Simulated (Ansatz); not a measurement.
**Redistribution: GeH2(CH3)2 + C2H3ClGe → GeH2(CH3)Cl + C3H6Ge**

Species: GeH2(CH3)2, singlet; C2H3ClGe `C#[C][GeH2][Cl]`, singlet; GeH2(CH3)Cl, singlet; C3H6Ge `C#[C][GeH2][CH3]`, singlet. The partners trade CH3 for Cl; both sit on Ge, so the bond types are kept.

Shapes, held fixed at every level: PBE0-D4/def2-TZVP. Programs: Ansatz 0.2.0. The zero-point and thermal change to 298 K, harmonic and unscaled (PBE0-D4/def2-TZVP), is +0.3 kJ/mol.

Estimate ΔH(298 K) of this reaction.

The highest level, CCSD(T)/def2-TZVPP, gives ΔH(298 K) = -13.0 kJ/mol; the levels span -14.7 to -11.0. The column of differences is taken from that level and isn't an error. No measured value is set beside it here. Relativity is left out for Ge. Outer-core shells of Ge are correlated in most correlated rows, in sets that cover them unevenly. Times are processor times on shared x86 and Arm servers, and rough.

```tsv
level	kind	ΔH(298 K) (kJ/mol)	less CCSD(T)/def2-TZVPP	CPU time (sum over the molecules)
PBE-D4/def2-TZVPP	GGA	-13.7	-0.7	24 s
B3LYP-D4/def2-TZVPP	global hybrid	-13.9	-0.9	49 s
PBE0-D4/def2-TZVPP	global hybrid	-14.2	-1.2	30 s
r2SCAN0-D4/def2-TZVPP	global hybrid	-14.7	-1.7	51 s
B2PLYP/def2-TZVPP	double hybrid	-13.7	-0.7	52 s
MP2/def2-TZVPP	perturbation theory	-13.0	0.0	–
CCSD(T)/def2-SVP	coupled cluster or CI	-11.0	+2.0	48 s
CCSD(T)/def2-TZVPP	coupled cluster or CI	-13.0	0.0	11 min
```
